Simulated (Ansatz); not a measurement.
Two members of one family (BCl3 adduct), computed with Ansatz in the gas phase. The two geometries come from different levels. Binding counts from free atoms in the multiplicity of their measured ground term, without zero-point energy. The structures are stationary points that may keep the symmetry of their start.

First: B(H2O)Cl3 (singlet, charge 0, r2SCAN-D4/def2-SVP geometry).

```xyz
7

B    -0.0725    0.4437    0.4549
O     0.3831   -0.8982   -0.4459
H     0.7546   -0.5419   -1.2758
H    -0.4487   -1.3557   -0.6737
Cl    0.7708    0.2836    2.0309
Cl   -1.8907    0.2520    0.5168
Cl    0.5034    1.8165   -0.6072
```

| level | HOMO (eV) | LUMO (eV) | gap (eV) | binding per atom (eV) |
| --- | --- | --- | --- | --- |
| PBE-D4/def2-TZVP | -6.95 | -1.37 | 5.58 | 3.59 |
| PBE0-D4/def2-SVP | -8.12 | 0.05 | 8.17 | 3.56 |
| r2SCAN0-D4/def2-TZVP | -8.60 | -0.05 | 8.55 | 3.45 |
| HSE06-D4/def2-TZVP | -7.97 | -0.84 | 7.13 | 3.51 |
| CAM-B3LYP-D4/def2-TZVP | -9.73 | 0.33 | 10.06 | 3.45 |

Second: B(H2S)Cl3 (singlet, charge 0, PBE0-D4/def2-SVP geometry).

```xyz
7

B     0.424   -0.615    0.427
S    -0.449    1.278   -0.138
H    -0.036    1.325   -1.426
H    -1.688    0.848   -0.471
Cl    2.167   -0.173    0.518
Cl   -0.019   -1.746   -0.908
Cl   -0.401   -0.916    1.999
```

Task: Estimate how these quantities change from the first to the second (second minus first).

Result: 
```tsv
level	Δ HOMO (eV)	Δ LUMO (eV)	Δ gap (eV)	Δ binding per atom (eV)
PBE-D4/def2-TZVP	0.02	-0.46	-0.48	-0.34
PBE0-D4/def2-SVP	0.02	-0.49	-0.52	-0.34
r2SCAN0-D4/def2-TZVP	0.02	-0.61	-0.63	-0.31
HSE06-D4/def2-TZVP	0.02	-0.38	-0.40	-0.31
CAM-B3LYP-D4/def2-TZVP	0.03	-0.04	-0.07	-0.35
```
